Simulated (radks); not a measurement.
Task: The mean radii <r> (bohr) of the occupied orbitals of an atom or ion are listed with their occupations. Calculated with a radial shooting solver on a logarithmic mesh with Libxc functionals: Dirac Kohn-Sham, PBE, spin-unpolarised, spherical densities, finite nucleus; Fermi nuclear charge, rms radius of each element as measured or else 0.836 A^(1/3) + 0.57 fm.

| orbital | occ. | <r> |
|---|---|---|
| 1s1/2 | 2 | 0.03916 |
| 2s1/2 | 2 | 0.1722 |
| 2p1/2 | 2 | 0.1475 |
| 2p3/2 | 4 | 0.1516 |
| 3s1/2 | 2 | 0.4917 |
| 3p1/2 | 2 | 0.4911 |
| 3p3/2 | 4 | 0.5015 |
| 3d3/2 | 4 | 0.4953 |
| 3d5/2 | 6 | 0.4990 |
| 4s1/2 | 2 | 1.325 |
| 4p1/2 | 2 | 1.474 |
| 4p3/2 | 3 | 1.501 |

Name the element and its charge. Open shells, if any, fill j = l - 1/2 first.

Result: Z = 38, strontium, charge +3: Sr3+ in [Ar] 3d10 4s2 4p5. The 1s radius gives Z: for a bare nucleus <r> = (2 gamma + 1)/(2Z) with gamma = sqrt(1 - (Z/c)^2), 0.03844 bohr for Z = 38, and screening makes it slightly larger (0.03916 here). The occupations add up to 35, and the charge is Z minus that.
